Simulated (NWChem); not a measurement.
Species: SiNH₄Cl; SMILES N[SiH2]Cl

```xyz
7

Si     0.5443    -0.5100     0.0000
N     -0.6269    -1.7660     0.0000
Cl    -0.2105     1.4507     0.0000
H      1.3455    -0.6303    -1.2367
H      1.3455    -0.6303     1.2367
H     -1.1720    -1.9497     0.8346
H     -1.1720    -1.9497    -0.8346
```
Atoms are numbered in this order, from 1.

Computed with NWChem. Medium grid unless said otherwise, to which SCAN and Minnesota functionals are sensitive. The geometry was optimised at B3LYP/6-31G* (spherical d). Hybrids' shares of exact exchange are those that their runs print; pure functionals count as 0. The functionals differ in more than this share.

```
row                 share of exact exchange  orbital gap (eV)
------------------  -----------------------  ----------------
PBE/def2-SVP                           0.00              6.45
r2SCAN/def2-SVP                        0.00              7.34
TPSSh/def2-SVP                         0.10              7.72
B3LYP/def2-SVP                         0.20          withheld
PW6B95/def2-SVP                        0.28              8.92
MPW1K/def2-SVP                         0.43             10.59
BHandHLYP/def2-SVP                     0.50             11.03
```

**Question.** Fit a straight line of the last column on the one before it, predict the withheld value, and compare with the run.

**Answer.** 
1. Means of the 6 shown rows: x = 0.218, y = 8.675. Slope Σ(x − x̄)(y − ȳ)/Σ(x − x̄)² = 1.974/0.2373 = 8.319; intercept 6.859.
2. The shown rows scatter about the line by 0.287 (root mean square); the largest residual is +0.48, at r2SCAN/def2-SVP.
3. At x = 0.20 (B3LYP/def2-SVP; inside the shown range) the line gives 8.52.
4. The run gives 8.25, -0.27 from the line, 0.9 times the scatter.
